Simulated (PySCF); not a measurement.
## Bond length, frequency and bond energy of AlSb⁻ by level of theory

State: ²Π (doublet), unpaired electrons π ↑. Set-up: PySCF, scalar-relativistic core potentials, basis sets Al def2-SVPD, Sb def2-SVPD with ECP28. De refers to Al + Sb⁻ in their high-spin ground configurations, without counterpoise correction. The functionals are run spin-unrestricted. A positive dipole points towards Sb; it is taken about the centre of mass and depends on that origin.

```csv
Level,Re (Å),ωe (cm⁻¹),De (eV),μ (D)
PBE,2.582,314,n/a,3.47
PW91,2.579,315,n/a,3.44
TPSS,2.574,318,n/a,3.55
r²SCAN,2.562,326,n/a,3.50
PBE0,2.555,331,n/a,3.29
r²SCAN0,2.545,337,n/a,3.26
```

Task: What does a quarter of exact exchange do here, going from PBE to PBE0?

Result: PBE0 less PBE: -2.7 pm in Re, +5.4 % in ωe. Exact exchange removes part of the self-interaction that spreads semilocal densities, and in most molecules shortens and stiffens the bond and lowers De; so it does here.

Task: What does the step from GGA to meta-GGA do here, going from PBE to r²SCAN?

Result: r²SCAN less PBE: -2.0 pm in Re, +3.8 % in ωe. 

Task: What does a quarter of exact exchange do here, going from r²SCAN to r²SCAN0?

Result: r²SCAN0 less r²SCAN: -1.7 pm in Re, +3.4 % in ωe. Exact exchange removes part of the self-interaction that spreads semilocal densities, and in most molecules shortens and stiffens the bond and lowers De; so it does here.

These are scalar-relativistic numbers at best; spin–orbit coupling would shift them, the dissociation energy most. The highest Kohn–Sham level is positive in this anion. Much of that is self-interaction error, but it also means that the finite basis helps to hold the extra electron. The state was picked by a PBE0 search and need not be the measured ground state.
